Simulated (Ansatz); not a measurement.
Level of theory: frozen-core CCSD(T)/cc-pVTZ // B3LYP-D3(BJ)/def2-TZVP in Ansatz (a program for electronic structure).

Ansatz 0.2 input:
```yaml
crystal:
  periodic: [false, false, false]
  atoms:
    - { symbol: Si, position_ang: [-1.532781, 0.267194, -0.006456] }
    - { symbol: C, position_ang: [0.058672, -0.662004, 0.299647] }
    - { symbol: O, position_ang: [0.805108, -0.193957, 1.536825] }
    - { symbol: Si, position_ang: [1.712741, 0.074377, 0.171521] }
    - { symbol: H, position_ang: [-2.095522, -0.175833, -1.305752] }
    - { symbol: H, position_ang: [-1.248639, 1.719828, -0.059518] }
    - { symbol: H, position_ang: [-2.524023, 0.006788, 1.064103] }
    - { symbol: H, position_ang: [0.000689, -1.74955, 0.270835] }
    - { symbol: H, position_ang: [1.908762, 1.472666, -0.24816] }
    - { symbol: H, position_ang: [2.914999, -0.759507, -0.004261] }
basis:
  gaussian: { orbitals: cc-pVTZ }
correlation:
  method: ccsd_t
```

Output:

```
Functional definition: HF
1214 factors; integrals over basis functions are off by at most 1.1e-3 eV
mean field evaluation 1: about -18884.2558 eV, gradient 3.6e1 eV
mean field evaluation 2: about -18884.5725 eV, gradient 3.6e1 eV
mean field evaluation 4: about -18887.9621 eV, gradient 4.4e0 eV
mean field evaluation 8: about -18888.0366 eV, gradient 2.9e-1 eV
mean field evaluation 16: about -18884.2552 eV, gradient 3.6e1 eV
mean field -18888.03706310 eV, -694.1225592974 hartree, gradient 2.4e-6 eV, S^2 0.000000; 0 other end points of the search recorded, 0 dependent functions left out
12 core orbitals not correlated
reference -18888.03706310 eV, -694.1225592974 hartree; 12, 12 occupied and 188, 188 virtual orbitals, 1214 factors
second order -17.76582283 eV of doubles, -0.00000000 eV of singles
cycle   1  -18.21849828 eV  change   -4.5e-1 eV  update   1.1e-1
cycle   2  -18.77647831 eV  change   -5.6e-1 eV  update   3.5e-2
cycle   3  -18.91897647 eV  change   -1.4e-1 eV  update   1.9e-2
cycle   4  -18.90501214 eV  change    1.4e-2 eV  update   4.8e-3
cycle   5  -18.90437064 eV  change    6.4e-4 eV  update   2.5e-3
cycle   6  -18.90515814 eV  change   -7.9e-4 eV  update   7.7e-4
cycle   7  -18.90472450 eV  change    4.3e-4 eV  update   3.6e-4
cycle   8  -18.90472397 eV  change    5.3e-7 eV  update   1.1e-4
cycle   9  -18.90477693 eV  change   -5.3e-5 eV  update   4.1e-5
cycle  10  -18.90476255 eV  change    1.4e-5 eV  update   1.4e-5
perturbative correction -0.77338971 eV, -0.0284215477 hartree
Total energy: -18907.71521536 eV, -694.8457180548 hartree
```

Cost: about 70 core-seconds (a rough figure).
